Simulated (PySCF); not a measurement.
**Two-component Hartree-Fock for Cd⁺ (cadmium, charge +1)**

Start: [Kr] 4d10 5s1; 5s1/2 filled at m_j = +1/2. Calculated with PySCF 2.14 in x2c-TZVPall-2c (8s9p7d1f, 77 functions): generalised Hartree-Fock with the X2C-1e Hamiltonian and a Gaussian nucleus; one run each with spin-orbit coupling (SO) switched off, then screened by Boettger's factors. This is a chosen level, not necessarily the ground level.

| spinor shell | electrons | ε, spin-free (eV) | ε, screened SO (eV) | weight of nominal j (screened SO) | rms radius, screened SO (bohr) |
| --- | --- | --- | --- | --- | --- |
| 1s1/2 | 2 | -26854.7 | -26852.6 | 1.000 | 0.0348 |
| 2s1/2 | 2 | -4082.5 | -4081.9 | 1.000 | 0.142 |
| 2p1/2 | 2 | -3656.9 | -3790.2 | 1.000 | 0.124 |
| 2p3/2 | 4 | -3656.9 | -3595.7 | 1.000 | 0.128 |
| 3s1/2 | 2 | -805.88 | -805.74 | 1.000 | 0.381 |
| 3p1/2 | 2 | -662.82 | -687.45 | 1.000 | 0.375 |
| 3p3/2 | 4 | -662.82 | -651.47 | 1.000 | 0.386 |
| 3d3/2 | 4 | -439.55 | -443.80 | 1.000 | 0.362 |
| 3d5/2 | 6 | -439.55 | -436.59 | 1.000 | 0.365 |
| 4s1/2 | 2 | -137.55 | -137.53 | 1.000 | 0.943 |
| 4p1/2 | 2 | -93.340 | -97.576 | 1.000 | 1.01 |
| 4p3/2 | 4 | -93.340 | -91.398 | 1.000 | 1.04 |
| 4d3/2 | 4 | -28.148 | -28.647 | 0.993 | 1.36 |
| 4d5/2 | 6 | -28.148 | -27.814 | 0.995 | 1.38 |
| 5s1/2 | 1 | -15.717 | -15.719 | 1.000 | 2.96 |

```csv
quantity,spin-free,screened SO
E (hartree),-5590.50575,-5591.63047
M_J,1/2,1/2
⟨J²⟩,0.751,0.751
⟨L²⟩,0.000,0.016
⟨S²⟩,0.751,0.767
```

Breit and QED terms are absent; they matter most for the inner s and p1/2 levels.

Densities and radii are taken from the X2C orbitals without a picture-change correction, which distorts them close to the nucleus.

Without spin-orbit coupling the j labels of p, d and f shells carry no meaning; the spin-free column gives the mean over the occupied spinors of each nl shell.
